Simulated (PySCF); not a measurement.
## Ionising SrS

RHF-MP2; basis Sr def2-SVPD with ECP28, S def2-SVPD; scalar-relativistic core potentials; PySCF 2.14. Neutral (RHF): singlet (closed shell), Re = 2.514 Å, ωe = 365 cm⁻¹, De = 3.08 eV.

SrS⁺ (UHF): doublet (π ↑), Re = 2.672 Å, ωe = 326 cm⁻¹, De = 2.31 eV to Sr⁺ + S. The energies at the minima are -427.99326 hartree for SrS and -427.76611 for SrS⁺.

(1) Work out the adiabatic ionisation energy, without and with harmonic zero-point energies (1 hartree = 27.2114 eV, 1 eV = 8065.5 cm⁻¹), and the change of the bond length.

SrS⁻ (UHF): doublet (σ ↑), Re = 2.612 Å, ωe = 331 cm⁻¹. The energies at the minima are -427.99326 hartree for SrS and -428.03721 for SrS⁻.

(2) Work out the adiabatic electron affinity, without and with harmonic zero-point energies (1 hartree = 27.2114 eV, 1 eV = 8065.5 cm⁻¹), and the change of the bond length.

Correlated steps freeze 5 core orbitals. Correlated levels converge slowly with the basis: in double zeta they bind strong bonds too weakly, by up to about 1 eV, and carry superposition errors of some tenths. Spin–orbit coupling is left out. For an ion De counts to the pair picked by the measured ionisation energies or electron affinities, which need not be the lowest pair at this level. Where the molecule has an RHF reference, its open-shell atoms are computed with UHF. States were picked by a PBE0 search and need not be the measured ground states.

Neutral and ion stand on different kinds of reference determinant, which adds to the error of the difference.

## Answers

(1) At MP2: 0.22715 hartree = 6.181 eV between the minima; the zero-point term (326.0 − 365.0)/2 cm⁻¹ = -0.002 eV makes it 6.179 eV. Re changes by +15.8 pm against the neutral. The electron leaves a π orbital, and the longer bond of the ion fits a bonding orbital, or a change in how ionic the bond is.

(2) At MP2: 0.04395 hartree = 1.196 eV between the minima; the zero-point term (365.0 − 331.0)/2 cm⁻¹ = +0.002 eV makes it 1.198 eV. Re changes by +9.8 pm against the neutral. The electron enters a σ orbital, and the longer bond of the ion fits an antibonding orbital, or a change in how ionic the bond is.
